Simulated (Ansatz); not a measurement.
Basis-set extrapolation for `C[N][SiH2]Cl` radical (PBE0-D4/def2-TZVP geometry, frozen core, the Gaussian-basis code of Ansatz). Multiplicity 2, UHF reference.

|  | def2-TZVPP | def2-QZVPP |
| --- | --- | --- |
| HF | -843.746963 | -843.773710 |
| MP2 correlation | -0.652682 | -0.706392 |
| CCSD(T) correlation | -0.736774 | not run |

Energies in hartree. Use E(X) = E(∞) + A·exp(−7.88·√X) for Hartree–Fock and E(X) = E(∞) + B·X^(−2.97) for correlation, with X = 3 and 4, and add CCSD(T) minus MP2 of the smaller set to the MP2 limit.

Q: What is the CCSD(T) energy at the basis-set limit?

A: HF limit: -843.773710 + (-0.026747) × 0.13774 = -843.77739. MP2 limit: -0.706392 + (-0.053710) × 0.74074 = -0.74618. Higher-order term: -0.736774 − (-0.652682) = -0.08409. Total: -844.60766 hartree, 77.8 kcal/mol below CCSD(T)/def2-TZVPP.
